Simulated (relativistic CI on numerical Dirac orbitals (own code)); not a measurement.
# Hyperfine structure of Ti XX, mass number 49

Calculated at this level of theory: Dirac-Coulomb-Breit CI, separate exchange-only KLI orbitals for each configuration, model QED (radiative potential, 1s self-energy scaled to tabulated hydrogen-like ionisation energies), unscaled Slater integrals (own radial code, finite nucleus).

CI space (outside the closed core 1s2): 2s, 2p, 3s, 3p, 3d, 4s, 4p, 4d, 4f, 5s, 5p, 5d, 5f, 5g. Levels of other configurations are missing.

Nuclear spin I = 7/2, μ = -1.1037 μN, Q = 0.247 b (tables of Stone and Pyykkö). The electronic factors are computed for point nuclear moments, without core polarisation or the Bohr-Weisskopf and QED corrections.

| Level | E (eV) | A (MHz) | B (MHz) |
| --- | --- | --- | --- |
| 2s 2S_1/2 | 0.000 | -97670 |  |
| 2p 2P°_1/2 | 40.255 | -30320 |  |
| 2p 2P°_3/2 | 47.943 | -5815 | 8460 |
| 3s 2S_1/2 | 801.535 | -28660 |  |
| 3p 2P°_1/2 | 812.700 | -9133 |  |
| 3p 2P°_3/2 | 814.968 | -1752 | 2550 |
| 3d 2D_3/2 | 819.126 | -966.6 | 470 |
| 3d 2D_5/2 | 819.845 | -411.7 | 663 |

Levels with J = 0, under 50 % of one LS term, or S terms without an open s electron are left out. Small factors come from cancelling terms and can be off by tens of per cent or more.

At this charge energies of transitions that change n are usually good to better than 1 %, and those within a shell (Δn = 0) to a few per cent.

**Question.** Give the hyperfine levels of 2s 2S_1/2 relative to its centre of gravity.

**Answer.** With K = F(F + 1) − I(I + 1) − J(J + 1), E = AK/2: F = 3: 219800, F = 4: -170900 MHz.
